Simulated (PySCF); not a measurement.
## How methods differ on the excitation energy of Nb⁺

Nb⁺ [Kr] 4d4 (5D) → Nb⁺ [Kr] 4d3 5s1 (5F), as a difference of total energies. All numbers are calculated (PySCF 2.14, a scalar-relativistic core potential, in def2-QZVPPD with the def2 core potential (28 electrons)). Correlated levels: valence: 4s2 4p6 frozen. The calculations carry no spin-orbit coupling.

| method | excitation energy (cm⁻¹) |
| --- | --- |
| UHF | 191.84 |
| MP2 (valence) | 1860.9 |
| SCS-MP2 (valence) | 748.19 |
| CCSD (valence) | 1898.6 |
| CCSD(T) (valence) | 1935.5 |

Errors of the correlated levels include the incompleteness of this basis and the frozen core.

For comparison: 2625.5 cm⁻¹ (measured; NIST levels, between the centres of gravity of the two terms).
